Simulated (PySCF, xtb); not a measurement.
CH₃Si, SMILES [CH]=[SiH2], multiplicity 2.

Harmonic wavenumbers (cm⁻¹) from GFN2-xTB in xtb at its own minimum, in rising order: 117, 487, 613, 797, 913, 1095, 2127, 2279, 2913.

**Question.** What does PBE0-D3(BJ)/def2-TZVP (PySCF 2.14.0) give at its own minimum? (Estimate from the structure and the level; the computed values follow.)

**Answer.** 206, 340, 599, 662, 940, 1076, 2255, 2267, 3358. Paired by order, the mean absolute difference is 113 cm⁻¹ and the zero-point energies are 16.2 and 16.7 kcal/mol.
